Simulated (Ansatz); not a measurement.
Cartesian coordinates in Å:
```
Zn 0.000 0.000 0.000
H -0.127 -0.199 1.526
H 0.127 0.199 -1.526
```

Charge 0, multiplicity 1.

Q: List the ωB97M-V/def2-TZVPP orbital energies in eV (Ansatz 0.2.0). (Best estimate.)

A: Computed: Occupied: -9465.38, -1156.64, -1017.08, -1017.08, -1017.00, -136.43, -91.80, -91.80, -91.64, -17.42, -17.06, -17.06, -16.94, -16.94, -12.12, -10.22. Lowest empty: 0.69, 0.69, 2.36, 3.27, 4.59, 6.84, 6.84, 7.91.
